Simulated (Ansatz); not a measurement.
Ansatz (an electronic-structure program) input:

Ansatz 0.2 input:
```yaml
crystal:
  periodic: [false, false, false]
  atoms:
    - {symbol: F, position_ang: [1.29520938, -1.26139035, 0.46692988]}
    - {symbol: C, position_ang: [0.91648219, -0.15629491, -0.14843156]}
    - {symbol: F, position_ang: [1.62424099, 0.89160712, 0.23146146]}
    - {symbol: C, position_ang: [-0.58424956, 0.07173448, -0.16049885]}
    - {symbol: F, position_ang: [-1.06606594, 0.28104655, 1.08007311]}
    - {symbol: F, position_ang: [-0.87386773, 1.14285652, -0.90331184]}
    - {symbol: F, position_ang: [-1.20100512, -0.99774622, -0.66919900]}
basis:
  gaussian:
    orbitals: def2-TZVPD
hamiltonian:
  xc: {name: B2PLYP}
magnetization: {spin_polarized: true, initial_magnetization: 1}
correlation: {electrons: outside_noble_gas}
```

Problem. What final total energy does it print?

Solution. -575.29788 Eh (B2PLYP/def2-TZVPD). The basis has 274 functions.

It need not be the lowest isomer of its formula.
